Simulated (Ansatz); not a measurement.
Calculated with Ansatz (gas phase, PBE0-D4/def2-TZVP geometries, no zero-point term in ΔE). CBS: MP2 limit from def2 TZ/QZ plus the TZ coupled-cluster correction, frozen cores. Elements past krypton have def2 core potentials. For Te outer-core shells are correlated without core-valence functions, which leaves a few kJ/mol of doubt a bond. Each species was taken in one conformer, which may not be the lowest.

`O[Si](O)(S)[TeH]` + `O[SiH2][SiH3]` → `O[SiH]([SiH3])[TeH]` + `O[SiH](O)S`  (formal exchange of groups at a Te–Si bond)

`O[Si](O)(S)[TeH]`:

Cartesian coordinates in Å:
```
O -0.684 1.316 -0.050
Si -0.008 -0.148 0.243
O -0.360 -0.789 1.706
S 2.083 0.226 0.088
Te -0.934 -1.910 -1.245
H -1.623 1.307 -0.254
H 0.103 -0.420 2.462
H 1.879 1.473 -0.368
H -0.456 -1.055 -2.583
```

`O[SiH2][SiH3]`:

Z-matrix (Å, degrees):
```
Si
Si 1 2.347
O 1 1.654 2 112.4
H 1 1.484 2 110.6 3 117.6
H 1 1.493 2 108.5 3 -123.5
H 2 1.489 1 110.0 3 177.8
H 2 1.491 1 110.1 3 58.6
H 2 1.488 1 111.4 3 -61.5
H 3 0.958 1 117.6 2 -58.8
```

`O[SiH]([SiH3])[TeH]`:

Cartesian coordinates in Å:
```
O 0.090 -2.170 0.158
Si -0.227 -0.752 -0.622
Si 1.103 1.031 0.107
Te -2.602 0.006 -0.396
H -0.232 -2.257 1.057
H -0.042 -1.056 -2.062
H 0.706 1.382 1.499
H 0.878 2.209 -0.771
H 2.550 0.680 0.100
H -2.226 0.928 0.931
```

`O[SiH](O)S`:

Z-matrix (Å, degrees):
```
Si
O 1 1.629
S 1 2.137 2 115.3
O 1 1.641 2 106.1 3 -122.0
H 1 1.476 2 107.0 3 115.4
H 2 0.959 1 117.6 3 88.8
H 3 1.345 1 94.4 2 -64.7
H 4 0.959 1 116.5 2 161.4
```

```csv
species,CCSD(T)/CBS(def2) energy (Eh)
`O[Si](O)(S)[TeH]`,-1107.49704
`O[SiH2][SiH3]`,-656.96789
`O[SiH]([SiH3])[TeH]`,-924.72516
`O[SiH](O)S`,-839.74481
```

(1) Work out ΔE.

Largest T1 diagnostic among the species: 0.012.

## Answers

(1) ΔE = (-924.72516) + (-839.74481) − (-1107.49704) − (-656.96789) = -0.00504 Eh = -3.2 kcal/mol.

At CCSD(T), def2-SVP lies +0.8 kcal/mol from the extrapolated value and def2-TZVPP +0.1 kcal/mol. Leaving LDA and LC-ωPBE aside and taking each functional with its dispersion term where it has one, the values, not all of them listed here, spread over 0.9 kcal/mol, from r2SCAN0-D4 to B97M-V.
